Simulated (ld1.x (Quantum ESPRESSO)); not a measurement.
## Tm: what ld1.x (Quantum ESPRESSO) 7.5 does with a changed input

Command:

```bash
ld1.x < Tm.in > Tm.out
```

Input:

```
&input
   title='Tm', zed=69., rel=2, dft='PBESOL', iswitch=3,
   config='[Xe] 4f13 5d1 6s1 6p0', rel_dist='average',
   nld=7, rlderiv=3.85, eminld=-4.0, emaxld=5.0, deld=0.02
 /
 &inputp
   pseudotype=2, tm=.true., lloc=1,
   nlcc=.false.,
   file_pseudopw='Tm.UPF', file_wfcaegen='ae.wfc', file_wfcncgen='nc.wfc', file_beta='beta', file_chi='chi'
 /
4
6S  1  0   1.00   0.00  3.55  3.55  0.0
5P  2  1   6.00   0.00  1.50  1.50  0.0
4F  4  3  13.00   0.00  0.60  0.60  0.0
5D  3  2   1.00   0.00  2.45  2.45  0.0
 &test
   configts(1)='4f13 5p6 5d1 6s1 6p0'
 /
```

Output:

```
Program LD1 v.7.5

 %%%%%%%%%%%%%%%%%%%%%%%%%%%%%%%%%%%%%%%%%%%%%%%%%%%%%%%%%%%%%%%%%%%%%%%%%%%%%%
     Error in routine ld1_setup (6):
     mismatch between lloc and l of spin-orbit split wfc chosen for local potential
 %%%%%%%%%%%%%%%%%%%%%%%%%%%%%%%%%%%%%%%%%%%%%%%%%%%%%%%%%%%%%%%%%%%%%%%%%%%%%%

     stopping ...
```

This input was made by a single change from one that runs to its end. What was changed?

The change: lloc set to 1 without reordering the list of waves. The program refuses the input: "ld1_setup: mismatch between lloc and l of spin-orbit split wfc chosen for local potential".
